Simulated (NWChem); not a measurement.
System: CH3BO3; SMILES O=CB(O)O

```xyz
8

O      0.1386    -1.8817     0.0000
C     -0.6386    -0.9485     0.0000
B     -0.0271     0.5408     0.0000
O      1.3202     0.6222     0.0000
O     -0.8376     1.6195     0.0000
H     -1.7427    -1.1432     0.0000
H      1.6749    -0.2819     0.0000
H     -0.3481     2.4508     0.0000
```
Atoms are numbered in this order, from 1.

Level: PBE0/def2-SVP (NWChem), optimised geometry, unscaled harmonic frequencies. 

**Question.** List the harmonic frequencies with IR intensities, and the thermochemistry.

**Answer.** 
```tsv
frequency (cm⁻¹)	IR intensity (km/mol)
152	4.4
209	22.9
386	22.0
469	13.1
560	27.6
631	189.4
705	59.2
805	20.4
963	9.9
1016	112.6
1059	140.7
1343	140.3
1417	80.1
1542	321.8
1821	65.5
2921	114.2
3776	112.9
3886	91.2
```

| Quantity | Value |
|---|---|
| zero-point energy | 33.8 kcal/mol |
| thermal correction to the enthalpy at 298.15 K (with zero-point energy) | 37.7 kcal/mol |
| heat capacity Cv | 17.5 cal/(mol K) |
| entropy at 298.15 K and 1 atm (symmetry number 1) | 72.4 cal/(mol K) |
| dipole moment | 1.58 D |

Rigid rotor and harmonic oscillator.
